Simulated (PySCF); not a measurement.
**Correlation energy of In⁺ (indium, charge +1)**

[Kr] 4d10 5s1 5d1, high-spin 3D determinant (an excited configuration). All numbers are calculated (PySCF 2.14, scalar relativity through the core potential, in aug-cc-pVTZ-PP with one added diffuse shell each of d, f type with ECP28MDF (6s5p5d3f, 67 functions)). Frozen: 4s2 4p6 4d10; 2 electrons correlated.

With two correlated electrons CCSD is exact within the correlated space (frozen core and kept virtual orbitals).

```
level  correlation energy (mhartree)
 CCSD                          -6.73
```

Diagnostics: T1 = 0.012, D1 = 0.0238, largest double amplitude 0.041.

The outer electron is Rydberg-like, and this basis confines it to a smaller radius and binds it less than a complete one would.

Cost of the coupled-cluster step: about 1.8 core-seconds, for 2 correlated electrons.
